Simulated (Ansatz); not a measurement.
Basis-set extrapolation for CH5ClSSi (`S[SiH2]CCl`) (PBE0-D4/def2-TZVP geometry, frozen core, the Gaussian-basis code of Ansatz). Multiplicity 1, RHF reference.

```csv
,def2-TZVPP,def2-QZVPP
HF,-1186.826677,-1186.861708
MP2 correlation,-0.666256,-0.722631
CCSD(T) correlation,-0.757294,not run
```

Energies in hartree. Use E(X) = E(∞) + A·exp(−7.88·√X) for Hartree–Fock and E(X) = E(∞) + B·X^(−2.97) for correlation, with X = 3 and 4, and add CCSD(T) minus MP2 of the smaller set to the MP2 limit.

What is the CCSD(T) energy at the basis-set limit?

HF limit: -1186.861708 + (-0.035031) × 0.13774 = -1186.86653. MP2 limit: -0.722631 + (-0.056375) × 0.74074 = -0.76439. Higher-order term: -0.757294 − (-0.666256) = -0.09104. Total: -1187.72196 hartree, 362.3 kJ/mol below CCSD(T)/def2-TZVPP.
